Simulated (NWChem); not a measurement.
System: SiCl2, singlet; SMILES Cl[Si]Cl

NWChem input:

```
start job
memory heap 200 mb stack 900 mb global 1100 mb
geometry units angstroms
  Si     0.051679    -0.046358     0.931630
  Cl     1.013020     1.219337    -0.366418
  Cl    -1.053909    -1.182555    -0.371610
end
basis spherical
  * library def2-svp
end
dft
  xc hfexch
  iterations 150
end
driver
  maxiter 150
end
task dft optimize
```

Parts of the log:

```
             Northwest Computational Chemistry Package (NWChem) 7.3.0
             --------------------------------------------------------

 C2V symmetry detected

                             Geometry "geometry" -> ""
                             -------------------------

 Output coordinates in angstroms (scale by  1.889725989 to convert to a.u.)

  No.       Tag          Charge          X              Y              Z
 ---- ---------------- ---------- -------------- -------------- --------------
    1 Si                  14.0000     0.00000000     0.00000000     0.92384401
    2 Cl                  17.0000    -1.58440112     0.00000000    -0.38040636
    3 Cl                  17.0000     1.58440112     0.00000000    -0.38040636

 Effective nuclear repulsion energy (a.u.)     171.0043720610

      Symmetry information
      --------------------

 Group name             C2v
 Group number             16
 Group order               4
 No. of unique centers     2

                                Z-matrix (autoz)
                                --------

 Units are Angstrom for bonds and degrees for angles

      Type          Name      I     J     K     L     M      Value
      ----------- --------  ----- ----- ----- ----- ----- ----------
    1 Stretch                  1     2                       2.05217
    2 Stretch                  1     3                       2.05217
    3 Bend                     2     1     3               101.07881

  xc_inp: hfexch multiplicative factor not found.

                           NWChem Geometry Optimization
                           ----------------------------

 maximum gradient threshold         (gmax) =   0.000450
 rms gradient threshold             (grms) =   0.000300
 maximum cartesian step threshold   (xmax) =   0.001800
 rms cartesian step threshold       (xrms) =   0.001200
 fixed trust radius                (trust) =   0.300000
 source of zmatrix                         =   autoz

          -------------------
          Energy Minimization
          -------------------

 Using diagonal initial Hessian
 Scaling for Hessian diagonals: bonds = 1.00  angles = 0.25  torsions = 0.10

          --------
          Step   0

                                 NWChem DFT Module
                                 -----------------

 Summary of "ao basis" -> "ao basis" (spherical)
 ------------------------------------------------------------------------------
       Tag                 Description            Shells   Functions and Types
 ---------------- ------------------------------  ------  ---------------------
 Si                         def2-svp                 8       18   4s3p1d
 Cl                         def2-svp                 8       18   4s3p1d

      Symmetry analysis of basis
      --------------------------

        a1         22
        a2          6
        b1         17
        b2          9

            General Information
            -------------------
          SCF calculation type: DFT
          Wavefunction type:  closed shell.
          No. of atoms     :     3
          No. of electrons :    48
           Alpha electrons :    24
            Beta electrons :    24
          Charge           :     0
          Spin multiplicity:     1
          Use of symmetry is: on ; symmetry adaption is: on
          Maximum number of iterations: 150
          AO basis - number of functions:    54
                     number of shells:    24
          Convergence on energy requested:  1.00D-06
          Convergence on density requested:  1.00D-05
          Convergence on gradient requested:  5.00D-04

              XC Information
              --------------
                     Hartree-Fock (Exact) Exchange  1.000

      Superposition of Atomic Density Guess
      -------------------------------------

 Sum of atomic energies:       -1207.38558274

      Non-variational initial energy
      ------------------------------

 Total energy =   -1207.825911
 1-e energy   =   -2011.585735
 2-e energy   =     632.755451
 HOMO         =      -0.258220
 LUMO         =      -0.032533

      Symmetry analysis of molecular orbitals - initial
      -------------------------------------------------

  Numbering of irreducible representations:

     1 a1          2 a2          3 b1          4 b2

  Orbital symmetries:

     1 a1          2 b1          3 a1          4 a1          5 b1
     6 a1          7 b1          8 b2          9 b1         10 a1
    11 a2         12 a1         13 b1         14 a1         15 b2
    16 a1         17 b1         18 a1         19 b1         20 a1
    21 b2         22 a2         23 b1         24 a1         25 b2
    26 b1         27 a1         28 a1         29 b1         30 a1
    31 b2         32 a1         33 a2         34 b2

   convergence    iter        energy       DeltaE   RMS-Dens  Diis-err
 ---------------- ----- ----------------- --------- --------- ---------
 d= 0,ls=0.0,diis     1  -1207.5774125176 -1.38D+03  1.10D-02  1.79D-01
 d= 0,ls=0.0,diis     2  -1207.6057228029 -2.83D-02  3.64D-03  4.00D-02
 d= 0,ls=0.0,diis     3  -1207.6119968348 -6.27D-03  1.41D-03  8.63D-04
 d= 0,ls=0.0,diis     4  -1207.6123898802 -3.93D-04  4.37D-04  5.48D-05
 d= 0,ls=0.0,diis     5  -1207.6124208512 -3.10D-05  1.01D-04  3.12D-06
  Resetting Diis
 d= 0,ls=0.0,diis     6  -1207.6124226759 -1.82D-06  2.19D-05  2.16D-07
 d= 0,ls=0.0,diis     7  -1207.6124227791 -1.03D-07  2.10D-06  8.06D-09

         Total DFT energy =    -1207.612422779107
      One electron energy =    -2011.785554570712
           Coulomb energy =      708.697211687799
    Exchange-Corr. energy =      -75.528451957174
 Nuclear repulsion energy =      171.004372060979

 Numeric. integr. density =        0.000000000000

                  Occupations of the irreducible representations
                  ----------------------------------------------

                     irrep           alpha         beta
                     --------     --------     --------
                     a1               11.0         11.0
                     a2                2.0          2.0
                     b1                8.0          8.0
                     b2                3.0          3.0

                       DFT Final Molecular Orbital Analysis
                       ------------------------------------

[...]

      ----------------------
      Optimization converged
      ----------------------

  Step       Energy      Delta E   Gmax     Grms     Xrms     Xmax
  ---- ---------------- -------- -------- -------- -------- --------
@    3   -1207.61337336 -1.8D-08  0.00001  0.00000  0.00006  0.00012
                                     ok       ok       ok       ok

                                Z-matrix (autoz)
                                --------

 Units are Angstrom for bonds and degrees for angles

      Type          Name      I     J     K     L     M      Value     Gradient
      ----------- --------  ----- ----- ----- ----- ----- ---------- ----------
    1 Stretch                  1     2                       2.08825   -0.00000
    2 Stretch                  1     3                       2.08825   -0.00000
    3 Bend                     2     1     3               101.31706    0.00001

                         Geometry "geometry" -> "geometry"
                         ---------------------------------

 Output coordinates in angstroms (scale by  1.889725989 to convert to a.u.)

  No.       Tag          Charge          X              Y              Z
 ---- ---------------- ---------- -------------- -------------- --------------
    1 Si                  14.0000     0.00000000     0.00000000     0.93689507
    2 Cl                  17.0000    -1.61501427     0.00000000    -0.38693189
    3 Cl                  17.0000     1.61501427     0.00000000    -0.38693189

 Effective nuclear repulsion energy (a.u.)     167.9687586086

      Symmetry information
      --------------------

 Group name             C2v
 Group number             16
 Group order               4
 No. of unique centers     2

                Final and change from initial internal coordinates
                --------------------------------------------------

                                Z-matrix (autoz)
                                --------

 Units are Angstrom for bonds and degrees for angles

      Type          Name      I     J     K     L     M      Value       Change
      ----------- --------  ----- ----- ----- ----- ----- ---------- ----------
    1 Stretch                  1     2                       2.08825    0.03608
    2 Stretch                  1     3                       2.08825    0.03608
    3 Bend                     2     1     3               101.31706    0.23825

 ==============================================================================
                                internuclear distances
 ------------------------------------------------------------------------------
       center one      |      center two      | atomic units |  angstroms
 ------------------------------------------------------------------------------
    2 Cl               |   1 Si               |     3.94622  |     2.08825
    3 Cl               |   1 Si               |     3.94622  |     2.08825
 ------------------------------------------------------------------------------
                         number of included internuclear distances:          2
 ==============================================================================
```

Level: Hartree-Fock/def2-SVP. Low-valent species are run as closed-shell singlets; no triplet was tried in these runs.
